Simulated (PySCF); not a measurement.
## Spinor energies of Au(3+) (gold, charge +3)

Start: [Xe] 4f14 5d7 6s1; 5d3/2 filled at m_j = +1/2, +3/2; 5d5/2 filled at m_j = -3/2, -1/2, +1/2, +3/2, +5/2; 6s1/2 filled at m_j = +1/2. Calculated with PySCF 2.14 in x2c-TZVPall-2c (11s11p10d2f, 108 functions): generalised Hartree-Fock with the X2C-1e Hamiltonian and a Gaussian nucleus; spin-orbit coupling (SO) screened by Boettger's factors. This is a chosen level, not necessarily the ground level.

```tsv
spinor shell	electrons	ε, screened SO (eV)	weight of nominal j (screened SO)	rms radius, screened SO (bohr)
1s1/2	2	-81187.1	1.000	0.0190
2s1/2	2	-14507.0	1.000	0.0768
2p1/2	2	-13889.6	1.000	0.0651
2p3/2	4	-12048.3	1.000	0.0731
3s1/2	2	-3523.5	1.000	0.196
3p1/2	2	-3246.8	1.000	0.188
3p3/2	4	-2834.4	1.000	0.204
3d3/2	4	-2380.4	1.000	0.179
3d5/2	6	-2292.1	1.000	0.183
4s1/2	2	-833.64	1.000	0.433
4p1/2	2	-714.57	1.000	0.438
4d3/2	4	-419.20	1.000	0.485
4d5/2	6	-399.55	1.000	0.497
5s1/2	2	-168.12	1.000	0.989
4f5/2	6	-146.81	0.996	0.543
4f7/2	8	-142.80	0.997	0.544
5p1/2	2	-128.07	0.987	1.07
5p3/2	4	-107.98	0.993	1.16
5d3/2	2	-52.780	0.624	1.49
5d5/2	5	-51.406	0.492	1.50
6s1/2	1	-38.101	1.000	2.54
```

(1) Where does 4p3/2 lie, and what is the 4p spin-orbit splitting (screened SO)?

| quantity | screened SO |
| --- | --- |
| E (hartree) | -19024.52360 |
| M_J | 5 |
| ⟨J²⟩ | 30.008 |
| ⟨L²⟩ | 13.156 |
| ⟨S²⟩ | 5.685 |

Each row is a mean over spinors that exchange with the open shell spreads, by up to 8.836 eV (5p3/2).

Rows whose weight is well below 1 are mixtures of j = l ± 1/2: exchange outweighs spin-orbit coupling there, and the label is only the starting occupation.

Breit and QED terms are absent; they matter most for the inner s and p1/2 levels.

Densities and radii are taken from the X2C orbitals without a picture-change correction, which distorts them close to the nucleus.

Answers

(1) At -614.20 eV, 100.37 eV above 4p1/2.
